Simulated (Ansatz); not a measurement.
`O=[CH][AlH][F]` + `N[SiH3]` → `[F][AlH][NH][SiH3]` + `C=O`  (ligand exchange at the Al–C bond)

Computed with Ansatz on PBE0-D4/def2-TZVP structures; ΔE is electronic, products minus reactants. CBS: MP2 limit from def2 TZ/QZ plus the TZ coupled-cluster correction, frozen cores. This one scheme is used for every species. Functionals use def2-TZVPP. One conformer a species, not always the lowest.

(1) Is it downhill or uphill in electronic energy at CCSD(T)/CBS, and by how much? (Best estimate.)

(2) What do these levels give: LDA (SPW92), r2SCAN-D4, PBE0-D4, r2SCANh-D4, B2PLYP, PBE, r2SCANh, LC-ωPBE, MP2/def2-SVP, MP2/def2-TZVPP, MP2/def2-QZVPP, CCSD/CBS(def2)? (An estimate is asked.)

(3) What do rigid-rotor, harmonic-oscillator terms from PBE0-D4/def2-TZVP frequencies (298.15 K, 1 bar) make of the CCSD(T)/CBS value? (Best estimate.)

Largest T1 diagnostic among the species: 0.015.

Answers

(1) Ansatz gave: Downhill: ΔE = -1.35 eV.

(2) Ansatz gave: LDA (SPW92) -1.24, r2SCAN-D4 -1.34, PBE0-D4 -1.28, r2SCANh-D4 -1.35, B2PLYP -1.33, PBE -1.19, r2SCANh -1.34, LC-ωPBE -1.29, MP2/def2-SVP -1.47, MP2/def2-TZVPP -1.41, MP2/def2-QZVPP -1.40, CCSD/CBS(def2) -1.35 eV.

(3) Computed: ΔZPE = +0.02 eV, ΔH = -1.34 eV, ΔS = -23 J/(mol·K), ΔG = -1.26 eV. Modes under 50 cm⁻¹ make the entropy rough.

From BLYP to BHLYP (50 % exact exchange), in def2-TZVPP and without D4, ΔE moves by −0.14 eV. At CCSD(T), def2-SVP lies −0.09 eV from the extrapolated value and def2-TZVPP −0.02 eV.
